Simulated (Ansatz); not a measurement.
Abridged output of a molecular run in Ansatz:

```
Functional definition: HF
1112 factors; integrals over basis functions are off by at most 1.2e-3 eV
mean field evaluation 1: about -60881.9224 eV, gradient 1.1e1 eV
mean field evaluation 2: about -60881.9236 eV, gradient 1.1e1 eV
mean field evaluation 4: about -60882.9856 eV, gradient 2.5e0 eV
mean field evaluation 8: about -60883.0728 eV, gradient 2.2e-1 eV
mean field -60883.07406547 eV, -2237.4117038762 hartree, gradient 5.2e-6 eV, S^2 0.754168; 0 other end points of the search recorded, 0 dependent functions left out
14 core orbitals not correlated: weight in the atoms' cores, before any rotation towards them, 1.000 or more for the frozen orbitals, at most 0.000 for the correlated occupied ones
reference -60883.07406547 eV, -2237.4117038762 hartree; 10, 9 occupied and 146, 147 virtual orbitals, 1112 factors
second order -19.53131810 eV of doubles, -0.00000000 eV of singles
cycle   1  -18.06207738 eV  change     1.5e0 eV  update   1.0e-1
cycle   2  -18.58631226 eV  change   -5.2e-1 eV  update   4.2e-2
cycle   3  -18.69373951 eV  change   -1.1e-1 eV  update   1.8e-2
cycle   4  -18.66965465 eV  change    2.4e-2 eV  update   7.4e-3
cycle   5  -18.66318425 eV  change    6.5e-3 eV  update   3.3e-3
cycle   6  -18.66675418 eV  change   -3.6e-3 eV  update   1.5e-3
cycle   7  -18.66700424 eV  change   -2.5e-4 eV  update   6.5e-4
cycle   8  -18.66694788 eV  change    5.6e-5 eV  update   2.0e-4
cycle   9  -18.66710715 eV  change   -1.6e-4 eV  update   9.3e-5
cycle  10  -18.66709041 eV  change    1.7e-5 eV  update   3.2e-5
cycle  11  -18.66705900 eV  change    3.1e-5 eV  update   1.2e-5
cycle  12  -18.66708007 eV  change   -2.1e-5 eV  update   4.9e-6
perturbative correction -0.72201031 eV, -0.0265333895 hartree
Total energy: -60902.46315585 eV, -2238.1242398052 hartree
Checks for a lower state left out: cluster_reference
```

Its atoms:

Cartesian coordinates in Å:
```
Cl -1.027 -0.134 0.303
Zn 1.027 0.134 -0.303
```

Which basis set was used?
A. def2-SVPD
B. def2-SVP
C. cc-pV(D+d)Z
D. def2-QZVPP

D. It gives 170 functions.

Write the keys of the input that set method, charge and spin (a neutral closed shell needs none for the last two).


```yaml
magnetization: {spin_polarized: true, initial_magnetization: 1}
correlation: {method: ccsd_t, frozen_orbitals: {Cl: 5, Zn: 9}}
scf: {omitted_lower_state_checks: [cluster_reference]}
```
